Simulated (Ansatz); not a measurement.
`FC1=C[SiH]1[GaH2]`, charge 0, multiplicity 1.

Give a relaxed structure at PBE0-D4/def2-TZVP (Ansatz 0.2.0). (An estimate is asked.)

The calculation gave: 
Z-matrix (Å, degrees):
```
Si
Ga 1 2.408
C 1 1.817 2 120.0
C 1 1.856 2 120.9 3 48.9
H 1 1.493 2 117.4 3 -154.5
H 2 1.571 1 118.3 3 -35.4
H 2 1.572 1 122.1 3 143.8
F 3 1.320 1 152.9 2 -76.3
H 4 1.081 1 152.1 2 79.1
```
This is one stationary point; other conformers may exist.
